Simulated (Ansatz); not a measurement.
Consider the ligand exchange at the In–O bond: `[OH][In]([OH])[OH]` + silanol → `[OH][In]([OH])[O][SiH3]` + H₂O.

Computed with Ansatz on PBE0-D4/def2-TZVP structures; ΔE is electronic, products minus reactants. CCSD(T)/CBS is the MP2 limit (def2-TZVPP, def2-QZVPP) plus CCSD(T) − MP2 in def2-TZVPP, frozen cores. This one scheme is used for every species. Functionals use def2-TZVPP. B3LYP here is the variant with VWN-RPA as its local correlation; programs differ in this. HSE06 is defined as in plane-wave codes. def2 core potentials past Kr. For In outer-core shells are correlated without core-valence functions, which leaves a few kJ/mol of doubt a bond. Each species was taken in one conformer, which may not be the lowest.

Question: Is it downhill or uphill in electronic energy at CCSD(T)/CBS, and by how much? (An estimate is asked.)

Answer: Ansatz gave: Downhill: ΔE = -19.6 kJ/mol.

Question: What do these levels give: PBE-D4, revPBE-D4, B3LYP-D4, r2SCANh-D4, ωB97M-V, PBE-QIDH, PBE, PBE0, HSE06, LC-ωPBE, CCSD(T)/def2-TZVPP, HF/CBS(def2)? (Best estimate.)

Answer: Computed: PBE-D4 -9.2, revPBE-D4 -9.1, B3LYP-D4 -12.9, r2SCANh-D4 -13.8, ωB97M-V -13.2, PBE-QIDH -15.7, PBE -5.7, PBE0 -10.3, HSE06 -10.4, LC-ωPBE -10.9, CCSD(T)/def2-TZVPP -17.6, HF/CBS(def2) -18.4 kJ/mol.

Largest T1 diagnostic among the species: 0.017.

From PBE to PBE0 (25 % exact exchange), in def2-TZVPP and without D4, ΔE moves by −4.6 kJ/mol. The D4 term adds −5.5 kJ/mol with B3LYP and −3.3 kJ/mol with PBE0; it sums over pairs of atoms, weighted by their polarisabilities, and B3LYP, whose exchange is more repulsive, gets the larger term.
